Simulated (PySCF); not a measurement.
Telling isomers of C$_{4}$H$_{13}$FSi$_{3}$ apart by NMR

- GIAO PBE0/pcSseg-1 shieldings
- GFN2-xTB geometry
- program: PySCF 2.14.0 with density-fitted response routines
- non-relativistic Hamiltonian, in vacuum, equivalent nuclei averaged, single conformer

Scale: TMS for ¹H (σref 31.72) and ¹³C (σref 186.93) (reference shieldings calculated alike). Splittings of carbon signals by F and P are missing where no couplings were computed. Where no couplings were computed, multiplicities follow the n + 1 count of equivalent neighbours, and m marks all less simple cases (inequivalent or close neighbours, rings, F or P nearby). Shifts are as computed. Against solution values, carbons near 30 ppm lie about +3 ppm off and those near 130 ppm about +5 ppm. Of 1211 compounds with measured shifts, 218 miss one by over three times the rms of a fit or turn the order of signals round; such compounds aren't used in these exercises.

(1) Tabulate the signals of `C[SiH2][SiH2]/C(=C/F)[SiH2]C`, `F[C@H]1C[C@@H]([SiH]([SiH3])[SiH3])C1` and their relative energies.

(2) What is the quickest way to tell C[SiH2][SiH2]/C(=C/F)[SiH2]C from F[C@H]1C[C@@H]([SiH]([SiH3])[SiH3])C1?

Results:

(1) 
```tsv
SMILES	carbon types	δC	δH	E rel. (kcal/mol)
C[SiH2][SiH2]/C(=C/F)[SiH2]C	1×C 1×CH 2×CH3	168.1, 106.7, -5.9, -9.4	7.00 (m, 1H), 4.58 (q, 2H), 4.28 (t, 2H), 3.95 (m, 2H), 0.28 (t, 3H), 0.14 (t, 3H)	0.0
F[C@H]1C[C@@H]([SiH]([SiH3])[SiH3])C1	2×CH 2×CH2	88.4, 39.3, 8.5	5.20 (m, 1H), 3.86 (m, 1H), 3.47 (d, 6H), 2.66 (m, 2H), 2.19 (m, 2H), 1.15 (m, 1H)	17.4
```

Energies are electronic energies at PBE0/pcSseg-1 on these geometries, without zero-point or thermal terms, each for the one conformer computed, which needn't be the lowest.

(2) Count the carbon signals: 4 against 3. The first has an alkene CH at 168.1 ppm, the second an sp3 CH bonded to F at 88.4 ppm. In the proton spectra the most deshielded non-exchanging signals are 7.00 (m, 1H) and 5.20 (m, 1H).
